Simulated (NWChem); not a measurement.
C$_{3}$H$_{5}$ClSi; SMILES C=C=C([SiH3])Cl

Program: NWChem. All runs use the structure optimised with PBE-D3(BJ)/def2-SVP. Level SCAN/def2-SVP: energy and gradient on several grids; changes count from the extra-fine grid, which is no exact limit either.

```csv
grid,size of the energy change (μHa),largest change of a gradient component (μHa/bohr),"time, medium = 1 (rough)"
xcoarse,20000,5000,0.5
coarse,8000,800,about 1
medium,6000,800,about 1
fine,1000,400,about 1
xfine,< 10,< 30,2
```
